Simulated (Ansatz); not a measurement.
Geometry optimisation, Ansatz, RKS B3LYP/def2-SVP.

The input (input.yaml):

```yaml
crystal:
  periodic: [false, false, false]
  atoms:
    - { symbol: Si, position_ang: [-1.069653, 0.855459, -0.621877] }
    - { symbol: O, position_ang: [-0.65282, -1.610131, 1.152129] }
    - { symbol: H, position_ang: [-0.787133, -0.28903, -1.520402] }
    - { symbol: H, position_ang: [-2.174573, 0.710002, 0.337418] }
    - { symbol: O, position_ang: [-1.423563, 2.217602, -1.49545] }
    - { symbol: H, position_ang: [2.025342, -0.173331, 0.610509] }
    - { symbol: F, position_ang: [0.34505, 1.146087, 0.200175] }
    - { symbol: H, position_ang: [0.307924, -1.722693, 1.070807] }
    - { symbol: O, position_ang: [2.434776, -1.047543, 0.704104] }
    - { symbol: H, position_ang: [-0.746545, -1.208355, 2.02709] }
    - { symbol: H, position_ang: [-0.870631, 2.433115, -2.254689] }
    - { symbol: H, position_ang: [2.611825, -1.311083, -0.209714] }
basis:
  gaussian: { orbitals: def2-SVP }
hamiltonian:
  xc: b3lyp
relax:
  f_tol: 0.03
  max_steps: 50
```

Run as:

```bash
$ ansatz run input.yaml --threads 2 --pin off --max-ram 3072MiB --backend cpu --events-out ev --progress --plain --runs-dir out
```

Task: Where does it end, and by what steps?

Result: It converged. After 13 steps the energy has fallen by 0.151 eV; O2 moved furthest, 0.38 Å.

```tsv
step	energy less start (eV)	largest force component (eV/Å)	accepted
0	0.0000	0.472	yes
1	-0.0698	0.864	yes
2	-0.1192	0.620	yes
3	-0.1355	0.299	yes
4	-0.1424	0.183	yes
5	-0.1468	0.054	yes
6	-0.1484	0.084	yes
7	-0.1490	0.111	yes
8	-0.1497	0.065	yes
9	-0.1504	0.035	yes
10	-0.1508	0.039	yes
11	-0.1512	0.050	yes
12	-0.1513	0.030	yes
13	-0.1515	0.014	yes
```

```xyz
12
Properties=species:S:1:pos:R:3
Si -1.006 0.782 -0.556
O -0.532 -1.433 0.838
H -1.016 -0.346 -1.511
H -1.924 0.797 0.594
O -1.419 2.176 -1.368
H 1.872 -0.128 0.629
F 0.562 1.012 -0.071
H 0.448 -1.500 0.892
O 2.180 -1.012 0.900
H -0.801 -1.326 1.761
H -1.009 2.327 -2.228
H 2.643 -1.348 0.120
```

Whether the end is a true minimum wasn't checked by a vibrational analysis.

The run took 36 s on 2 threads of Arm Neoverse V1, on a shared host, peak memory 0.23 GiB.
